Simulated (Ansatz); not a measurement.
`N[SiH](F)[SiH2][SiH3]` from Hartree–Fock to CCSD(T)

```xyz
13

N     1.1010   -1.8488    0.4748
Si   -0.4010   -1.5403   -0.2612
F    -0.7466   -2.5248   -1.4873
Si   -0.3849    0.6578   -1.0594
Si   -0.1540    2.1255    0.7463
H     1.2271   -2.6097    1.1223
H     1.9709   -1.5733    0.0500
H    -1.4441   -1.8036    0.7611
H    -1.6362    0.9526   -1.8111
H     0.7699    0.8373   -1.9872
H     1.1678    1.9143    1.3946
H    -0.2485    3.5438    0.3065
H    -1.2214    1.8692    1.7505
```

Total charge 0; spin multiplicity 1. The structure was optimised at the PBE0-D4/def2-TZVP level. It is one conformer, not always the lowest. Frozen core, restricted reference, the Gaussian-basis code of Ansatz. CBS rows extrapolate triple and quadruple zeta; past MP2 they add the triple-zeta difference.

| basis | HF (Eh) | MP2 corr. |
| --- | --- | --- |
| def2-TZVPP | -1025.54546 | -0.83837 |
| def2-QZVPP | -1025.58032 | -0.90681 |

(1) Estimate the CCSD correlation energy and the (T) correction in each basis where they were run (hartree).

Answers

(1) 
```
     basis  CCSD corr.       (T)
def2-TZVPP    -0.90160  -0.03072
 CBS(def2)    -1.02074     as TZ
```
